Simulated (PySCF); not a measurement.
A calculated (PBE, PySCF 2.14, ANO-RCC-VTZP, the spin-free X2C one-electron Hamiltonian (Gaussian nucleus)) atom or ion has these occupied shells.

| shell | electrons | orbital energy (eV) | rms radius, mean of both spins (bohr) |
| --- | --- | --- | --- |
| 1s α | 1 | -20843.1 | 0.0394 |
| 1s β | 1 | -20843.1 | 0.0394 |
| 2s α | 1 | -2981.6 | 0.162 |
| 2s β | 1 | -2981.0 | 0.162 |
| 2p α | 3 | -2670.4 | 0.144 |
| 2p β | 3 | -2669.9 | 0.144 |
| 3s α | 1 | -525.44 | 0.444 |
| 3s β | 1 | -525.10 | 0.444 |
| 3p α | 3 | -423.16 | 0.449 |
| 3p β | 3 | -422.77 | 0.449 |
| 3d α | 5 | -257.33 | 0.437 |
| 3d β | 5 | -256.75 | 0.437 |
| 4s α | 1 | -81.895 | 1.13 |
| 4s β | 1 | -78.597 | 1.13 |
| 4p α | 3 | -54.060 | 1.25 |
| 4p β | 3 | -50.458 | 1.25 |
| 4d α | 5 | -15.380 | 1.82 |
| 5s α | 1 | -12.162 | 3.18 |

Task: Name the element and its charge.

Result: Tc⁺ (technetium, charge +1), in [Kr] 4d5 5s1, high-spin 7S determinant.
